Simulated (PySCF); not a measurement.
Isomers of C5H9FOSi. Method used: TDDFT CAM-B3LYP/def2-SVPD, vertical, gas phase, core orbitals frozen in the response (PySCF). Geometries: GFN2-xTB; one conformer of each isolated species. Triplets are in the Tamm–Dancoff approximation.

A. `FC(C[SiH3])=C1COC1`
B. `O=C(/C=C/F)CC[SiH3]`
C. `C=C[C@@](F)(C=O)C[SiH3]`
D. `C[SiH2]C(F)=C1COC1`

Lowest singlet levels (six at most, fewer where fewer were computed) with oscillator strengths:

1. 6.12 eV (f 0.228); 6.52 eV (f 0.003); 6.87 eV (f 0.002); 6.90 eV (f 0.003); 7.19 eV (f 0.145); 7.20 eV (f 0.005); T1 4.02 eV
2. 4.23 eV (f 0.001); 6.26 eV (f 0.025); 6.66 eV (f 0.028); 7.00 eV (f 0.008); 7.35 eV (f 0.098); 7.42 eV (f 0.215); T1 3.67 eV
3. 4.06 eV (f 0.000); 5.98 eV (f 0.336); 6.77 eV (f 0.009); 7.29 eV (f 0.012); 7.43 eV (f 0.007); 7.72 eV (f 0.000); T1 3.59 eV
4. 6.18 eV (f 0.012); 6.50 eV (f 0.391); 6.71 eV (f 0.001); 6.84 eV (f 0.006); 7.36 eV (f 0.008); 7.51 eV (f 0.003); T1 4.20 eV

**Question.** Match each spectrum to its molecule.

**Answer.** 1 = D, 2 = C, 3 = B, 4 = A.
- A: S1 at 6.18 eV, HOMO→LUMO (78%); Löwdin shares by element: HOMO carbon 44% or more, oxygen 10%, fluorine 7% (atoms not listed hold the other 40%); LUMO silicon 29%, carbon 17% or more, hydrogen 7% or more (atoms not listed hold the other 47%); HOMO -8.09 and LUMO 0.87 eV.
- B: S1 at 4.06 eV, HOMO→LUMO (92%); Löwdin shares by element: HOMO oxygen 58%, carbon 30% or more; LUMO carbon 61% or more, oxygen 18% (atoms not listed hold the other 20%); HOMO -9.13 and LUMO -0.65 eV.
- C: S1 at 4.23 eV, HOMO→LUMO (79%); Löwdin shares by element: HOMO oxygen 35%, carbon 19% or more, silicon 9% (atoms not listed hold the other 37%); LUMO carbon 45% or more, oxygen 30%, hydrogen 6% or more (atoms not listed hold the other 19%); HOMO -9.32 and LUMO -0.43 eV.
- D: S1 at 6.12 eV, HOMO→LUMO (91%); Löwdin shares by element: HOMO carbon 41% or more, oxygen 15%, fluorine 9% (atoms not listed hold the other 35%); LUMO carbon 46% or more, silicon 16% (atoms not listed hold the other 39%); HOMO -8.40 and LUMO 0.52 eV.
A and D have S1 within 0.07 eV of each other; their strongest listed levels stand at 6.50 eV (f 0.391) and 6.12 eV (f 0.228).
